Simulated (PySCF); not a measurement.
C2H12BN3Si2.
Atom-mapped SMILES: `[SiH3:1][N:2]([SiH3:3])[B:4]1[NH:5][CH2:6][CH2:7][NH:8]1` (hydrogens: H9, H10, H11 on Si1; H12, H13, H14 on Si3; H15 on N5; H16, H17 on C6; H18, H19 on C7; H20 on N8)

A linear-response calculation (PySCF, def2-SVPD basis, gas phase, vertical, core orbitals frozen in the response) gave these numbers; the functional is withheld.

Orbital energies (eV): HOMO-3 -9.22, HOMO-2 -8.65, HOMO-1 -7.11, HOMO -6.44, LUMO 0.09, LUMO+1 0.49, LUMO+2 0.83.

```csv
state,E (eV),f,"main configurations (H = HOMO, L = LUMO)"
S1,5.47,0.0000,H→L (94%)
S2,5.97,0.0060,H→L+1 (87%)
S3,5.98,0.0007,H-1→L (93%)
S4,6.37,0.0046,"H→L+2 (64%), H→L+4 (18%), H-1→L+1 (8%)"
S5,6.46,0.020,"H→L+2 (32%), H-1→L+1 (29%), H→L+4 (27%)"
S6,6.47,0.0015,H→L+3 (87%)
```

Triplets, Tamm–Dancoff:

| state | E (eV) | λ (nm) | main configurations (H = HOMO, L = LUMO) |
| --- | --- | --- | --- |
| T1 | 5.35 | 231.6 | H→L (90%) |
| T2 | 5.77 | 214.9 | H-1→L (84%), H-1→L+1 (8%) |
| T3 | 5.91 | 209.7 | H→L+1 (73%), H→L+2 (11%) |
| T4 | 5.93 | 209.2 | H→L+2 (69%), H→L+1 (11%), H→L+12 (11%) |

Vertical ionisation energy by ΔSCF with the same functional: 8.29 eV. Mean static polarisability: 111.8 au.

**Question.** Name the functional.
A. PBE
B. PBE0
C. HF
D. CAM-B3LYP

**Answer.** B. PBE0 is a global hybrid with 25% exact exchange. In this run −ε(HOMO) = 6.44 eV differs from the ΔSCF value by -1.85 eV, and S1 differs from the orbital gap of 6.53 eV by -1.06 eV. The ratio −ε(HOMO)/IP is 0.78. Usual ranges for neutral molecules in this basis: 0.7 to 0.83 with PBE0, 0.5 to 0.7 with PBE, 0.85 to 0.93 with CAM-B3LYP; Hartree–Fock can't fall below 1, since the ion's relaxation only lowers the ΔSCF value.

Method: TDDFT PBE0/def2-SVPD, vertical, gas phase, core orbitals frozen in the response in PySCF. One conformer (not necessarily the lowest) at the PBE0-D3(BJ)/def2-SVP geometry, without solvent, vibrations or thermal averaging.
